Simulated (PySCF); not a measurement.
# Computed records: FH5NSi2, ClH4NOSi, H9NSi3, CH7NSi2

Calculation on a computer-drawn molecule: the log of a Hartree-Fock and frozen-core CCSD(T) single point meant for a local Hartree-Fock minimum, with one planted fault or none, to be diagnosed. Offsets are logged minus clean, where the clean run is the same molecule without the fault. The reference is restricted for singlets and unrestricted otherwise, and also for a bond in bohr or an excited solution. Adding or removing an electron swaps singlet and doublet. The excited solution moves the top pair (singlet) or top alpha electron (doublet) to the lowest empty orbital. Highest occupied and lowest empty are orbital energies over both spins, largest force is the largest gradient component, triples share is (T) over the correlation energy, the T1 limit is 0.02 restricted and 0.045 unrestricted, electrons count all cores, a negative frequency is imaginary (commonest isotopes), and the dipole is about the centre of nuclear charge. Program: PySCF 2.14.0.

Common to all runs: meant charge 0; meant basis cc-pV(D+d)Z; logged SCF converged yes; possible faults no fault, one electron removed, one electron added, multiplicity raised by two, geometry at a saddle point, SCF held on an excited solution, minimal basis STO-3G, one bond length entered in bohr, all coordinates scaled.

(1) 
```xyz
9
formula=FH5NSi2 meant_multiplicity=2 logged_electrons=50 logged_basis_functions=99 logged_spin_squared=0 logged_highest_occupied=-0.71074 logged_lowest_empty=8.4276 logged_largest_force=0.049652 logged_T1_diagnostic=0.012555 logged_D1_diagnostic=0.033737 logged_triples_share=0.022809 logged_CC_converged=yes logged_dipole_magnitude=6.8969 logged_SCF_stable_within_its_kind=yes logged_energy_HF=-734.72671 logged_energy_CCSD(T)=-735.35248 planted_fault=one_electron_added HF_energy_offset_from_clean_run=4.685 CCSD(T)_energy_offset_from_clean_run=-14.19
N     -2.0180     1.1532    -2.3488
Si    -0.5861     0.3904    -1.8387
F     -0.8346    -1.0500    -1.1250
Si     0.7563    -0.0657    -3.7051
H     -2.6184     1.6008    -1.6811
H     -2.5499     0.7931    -3.1185
H      0.0165     1.2381    -0.7951
H      1.9119    -0.9484    -3.4219
H      1.2078     1.1494    -4.4245
```

Units: logged_highest_occupied, logged_lowest_empty in eV; logged_largest_force in hartree/bohr; logged_dipole_magnitude in debye; logged_energy_HF, logged_energy_CCSD(T) in hartree; HF_energy_offset_from_clean_run, CCSD(T)_energy_offset_from_clean_run in kcal/mol.

Drawn bonds:
```
atom  other atom  order
   1           2      1
   2           3      1
   2           4      1
   1           5      1
   1           6      1
   2           7      1
   4           8      1
   4           9      1
```

(2) 
```xyz
8
formula=ClH4NOSi meant_multiplicity=1 logged_electrons=50 logged_basis_functions=94 logged_spin_squared=2.0074 logged_highest_occupied=-2.8388 logged_lowest_empty=-0.48545 logged_largest_force=0.092369 logged_T1_diagnostic=0.019601 logged_D1_diagnostic=0.1019 logged_triples_share=0.023619 logged_CC_converged=yes logged_dipole_magnitude=2.302 logged_SCF_stable_within_its_kind=yes logged_energy_HF=-879.97989 logged_energy_CCSD(T)=-880.60232 planted_fault=multiplicity_raised_by_two HF_energy_offset_from_clean_run=157 CCSD(T)_energy_offset_from_clean_run=169.1
N      1.0049    -1.1477    -1.5708
Si    -0.6443    -1.5039    -1.5467
O     -1.0458    -2.0782    -3.0211
Cl    -1.1983    -2.9813    -0.1741
H      1.6633    -1.8055    -1.9436
H      1.4135    -0.5905    -0.8453
H     -1.3935    -0.3148    -1.1346
H     -1.7583    -2.6954    -3.0931
```

Units: logged_highest_occupied, logged_lowest_empty in eV; logged_largest_force in hartree/bohr; logged_dipole_magnitude in debye; logged_energy_HF, logged_energy_CCSD(T) in hartree; HF_energy_offset_from_clean_run, CCSD(T)_energy_offset_from_clean_run in kcal/mol.

Drawn bonds:
```
atom  other atom  order
   1           2      1
   2           3      1
   2           4      1
   1           5      1
   1           6      1
   2           7      1
   3           8      1
```

(3) 
```xyz
13
formula=H9NSi3 meant_multiplicity=1 logged_electrons=58 logged_basis_functions=41 logged_spin_squared=0 logged_highest_occupied=-6.9121 logged_lowest_empty=9.7361 logged_largest_force=0.037026 logged_T1_diagnostic=0.0062222 logged_D1_diagnostic=0.026642 logged_triples_share=0.0096418 logged_CC_converged=yes logged_dipole_magnitude=0.79671 logged_SCF_stable_within_its_kind=yes logged_energy_HF=-915.81005 logged_energy_CCSD(T)=-916.03782 planted_fault=minimal_basis_STO-3G HF_energy_offset_from_clean_run=6717 CCSD(T)_energy_offset_from_clean_run=6932
N     -0.8752     0.0504    -3.9603
Si    -1.6120     0.6127    -2.4882
Si    -3.7867    -0.3148    -2.3520
Si    -0.3713     0.1409    -0.5155
H     -0.0092     0.4712    -4.2465
H     -0.8297    -0.9397    -4.1206
H     -1.7237     2.0907    -2.5887
H     -4.6379     0.1657    -3.4672
H     -4.4272     0.0577    -1.0661
H     -3.7138    -1.7971    -2.4223
H     -1.0322     0.7133     0.6848
H      0.9999     0.7068    -0.6102
H     -0.2445    -1.3270    -0.3186
```

Units: logged_highest_occupied, logged_lowest_empty in eV; logged_largest_force in hartree/bohr; logged_dipole_magnitude in debye; logged_energy_HF, logged_energy_CCSD(T) in hartree; HF_energy_offset_from_clean_run, CCSD(T)_energy_offset_from_clean_run in kcal/mol.

Drawn bonds:
```
atom  other atom  order
   1           2      1
   2           3      1
   2           4      1
   1           5      1
   1           6      1
   2           7      1
   3           8      1
   3           9      1
   3          10      1
   4          11      1
   4          12      1
   4          13      1
```

(4) 
```xyz
11
formula=CH7NSi2 meant_multiplicity=1 logged_electrons=48 logged_basis_functions=35 logged_spin_squared=0 logged_highest_occupied=-5.0161 logged_lowest_empty=8.0429 logged_largest_force=0.03043 logged_T1_diagnostic=0.016297 logged_D1_diagnostic=0.076701 logged_triples_share=0.019231 logged_CC_converged=yes logged_dipole_magnitude=2.8738 logged_SCF_stable_within_its_kind=yes logged_energy_HF=-666.34884 logged_energy_CCSD(T)=-666.60424 planted_fault=minimal_basis_STO-3G HF_energy_offset_from_clean_run=4960 CCSD(T)_energy_offset_from_clean_run=5163
N     -2.0444    -1.5401    -1.4604
Si    -0.9440    -1.4072    -0.1924
C      0.3009    -0.2735    -0.0220
Si     1.4423    -0.2333     1.4191
H     -2.7579    -2.2404    -1.4935
H     -2.0561    -0.9331    -2.2561
H     -1.2313    -2.4619     0.7879
H      0.4410     0.4741    -0.8003
H      1.3808     1.0476     2.1736
H      1.0902    -1.3268     2.3647
H      2.8685    -0.4149     1.0363
```

Units: logged_highest_occupied, logged_lowest_empty in eV; logged_largest_force in hartree/bohr; logged_dipole_magnitude in debye; logged_energy_HF, logged_energy_CCSD(T) in hartree; HF_energy_offset_from_clean_run, CCSD(T)_energy_offset_from_clean_run in kcal/mol.

Drawn bonds:
```
atom  other atom  order
   1           2      1
   2           3      2
   3           4      1
   1           5      1
   1           6      1
   2           7      1
   3           8      1
   4           9      1
   4          10      1
   4          11      1
```

(5) 
```xyz
11
formula=CH7NSi2 meant_multiplicity=1 logged_electrons=48 logged_basis_functions=109 logged_spin_squared=0 logged_highest_occupied=-2.0977 logged_lowest_empty=-2.775 logged_largest_force=0.18302 logged_CC_converged=no logged_dipole_magnitude=5.1588 logged_SCF_stable_within_its_kind=no logged_energy_HF=-673.80928
N     -2.0444    -1.5401    -1.4604
Si    -0.9440    -1.4072    -0.1924
C      0.3009    -0.2735    -0.0220
Si     1.4423    -0.2333     1.4191
H     -2.7579    -2.2404    -1.4935
H     -2.0561    -0.9331    -2.2561
H     -1.2313    -2.4619     0.7879
H      0.4410     0.4741    -0.8003
H      1.3808     1.0476     2.1736
H      1.0902    -1.3268     2.3647
H      2.8685    -0.4149     1.0363
```

Units: logged_highest_occupied, logged_lowest_empty in eV; logged_largest_force in hartree/bohr; logged_dipole_magnitude in debye; logged_energy_HF in hartree.

Drawn bonds:
```
atom  other atom  order
   1           2      1
   2           3      2
   3           4      1
   1           5      1
   1           6      1
   2           7      1
   3           8      1
   4           9      1
   4          10      1
   4          11      1
```

Notes: CCSD not converged.

To be estimated
1. Which fault was planted in the run of CH7NSi2 (entry 5)?

## Answers
1. SCF held on an excited solution

Further results for CH7NSi2 (entry 5):

```
HF energy offset from clean run : 278.9 kcal/mol
```
